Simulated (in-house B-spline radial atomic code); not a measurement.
Configurations of Gd IV (Gd3+), with energies counted from [Xe] 4f7. Computed with an all-electron radial atomic-structure program (B-spline basis): scalar-relativistic (X2C) CAM-B3LYP, spin-polarised, spherical fractional occupations, exact exchange averaged over the configuration, Fermi nucleus of rms radius 5.1569 fm. Shells without spins written out take the highest spin.

Occupations are held fixed; configurations that lie above the ionisation limit could autoionise.

```tsv
configuration	E - E(ref) (eV)	highest orbital	its <r> (bohr)
[Xe] 4f6 6s1	16.131	6s up	2.992
[Kr] 4d10 4f7 5s2 5p5 5d1	24.845	5d up	2.083
[Xe] 4f6 6d1	29.265	6d up	4.661
[Kr] 4d9 4f7 5s2 5p6 6s1	150.11	6s up	2.985
[Kr] 4d9 4f7 5s2 5p6 6d1	163.28	6d up	4.647
```

Order these further configurations by energy, lowest first.
A. [Kr] 4d9 4f8 5s2 5p6
B. [Kr] 4d10 4f7 5s2 5p5 5f1
C. [Xe] 4f6 6p1
D. [Kr] 4d10 4f7 5s2 5p5 6p1
E. [Kr] 4d9 4f7 5s2 5p6 5f1

C (21.907 eV), D (34.142 eV), B (42.676 eV), A (139.28 eV), E (164.56 eV).
